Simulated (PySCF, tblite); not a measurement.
Isomers of C5H11ClSSi, one GFN2-xTB conformer each. Single-point energies are computed at PBE0/pcSseg-1 (PySCF, gas phase, no added dispersion term), electronic only.

Problem. Rank them by PBE0/pcSseg-1 energy, lowest first (kcal/mol).
A. `[CH3:1][S:2][Si@@H:3]([Cl:4])[CH2:5][CH:6]1[CH2:7][CH2:8]1` with C1–S2–Si3–Cl4 47°, S2–Si3–C5–C6 -176°, Si3–C5–C6–C7 -154°
B. `[CH3:1][S:2]/[CH:3]=[C:4](/[CH3:5])[CH2:6][SiH2:7][Cl:8]` with C1–S2–C3–C4 172°, C3–C4–C6–Si7 87°, C4–C6–Si7–Cl8 67°

Solution. A (0.0), B (15.9).

As drawn, the lower has a three-membered ring, which the higher lacks; the higher has a C=C bond outside aromatic rings, which the lower lacks. GFN2-xTB itself gives, in the same order: 0.0, 9.8. Both levels put the same isomer lowest.

Problem. Which frontier levels, dipoles and rotational constants go with these structures?

Solution. 
```json
{"SMILES": "CS[Si@@H](Cl)CC1CC1", "HOMO (eV, PBE0/pcSseg-1)": "-6.98", "LUMO (eV)": "0.21", "dipole (D)": "0.89", "A, B, C (MHz)": "2163, 620.5, 522.1"}
{"SMILES": "CS/C=C(/C)C[SiH2]Cl", "HOMO (eV, PBE0/pcSseg-1)": "-5.86", "LUMO (eV)": "0.29", "dipole (D)": "2.26", "A, B, C (MHz)": "2171, 562.7, 495.9"}
```

Problem. What happens when harmonic zero-point energies from GFN2-xTB frequencies are added?

Solution. 
| SMILES | ZPE (kcal/mol) | electronic (kcal/mol) | with ZPE (kcal/mol) |
| --- | --- | --- | --- |
| CS[Si@@H](Cl)CC1CC1 | 92.6 | 0.0 | 0.0 |
| CS/C=C(/C)C[SiH2]Cl | 89.5 | 15.9 | 12.9 |

The zero-point energies span 3.1 kcal/mol. The order is unchanged.
